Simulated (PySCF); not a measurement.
UHF on Xe (xenon, neutral)

Configuration: [Xe], closed-shell 1S. Computed with PySCF 2.14 in cc-pVDZ-PP with ECP28MDF, with scalar relativity through the core potential.

* Total energy: -328.290852 hartree
* One-electron energy: -571.6424 hartree
* Hartree (Coulomb) energy: 266.0054 hartree
* Exchange energy: -22.6539 hartree
* ⟨S²⟩: 0.0000
* ⟨L²⟩: 0.000
* Sum of ⟨r⟩: 32.57 bohr
* Sum of ⟨r²⟩: 58.76 bohr²
* Time after the integrals: 0.04 s of wall time on 1 thread of Neoverse-V2 (shared host)

| shell | electrons | mean orbital energy (eV) | rms radius, mean of both spins (bohr) |
| --- | --- | --- | --- |
| 4s | 2 | -228.51 | 0.767 |
| 4p | 6 | -166.84 | 0.820 |
| 4d | 10 | -72.430 | 0.936 |
| 5s | 2 | -27.415 | 2.03 |
| 5p | 6 | -12.355 | 2.47 |

Energies and moments cover only the electrons outside the core potential.
